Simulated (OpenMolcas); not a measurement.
How basis sets differ on C2H3BFN (SMILES FB1C=NC1)

C2H3BFN has 8 atoms, charge 0, and is taken as a singlet. SMILES: `FB1C=NC1`. Geometry: relaxed at PBE0-D4/def2-TZVP.

Quantity: the HOMO–LUMO gap, in eV. The values are calculated.

```csv
level,kind,program,value (eV),CPU time
HF/STO-3G,Hartree–Fock,OpenMolcas,14.88,3 s
HF/3-21G,Hartree–Fock,OpenMolcas,13.59,4 s
"HF/ANO-XS-VDZP (DKH2, RICD fitting)",Hartree–Fock,OpenMolcas,13.64,4.6 s
HF/def2-SVP,Hartree–Fock,OpenMolcas,13.56,13 s
```

The values span 13.56 to 14.88 eV. A Hartree–Fock LUMO above zero doesn't converge with the basis: it sinks as sets grow more diffuse. Orbital gaps aren't excitation energies. CPU times are rough (shared hosts, several kinds of processor and program).
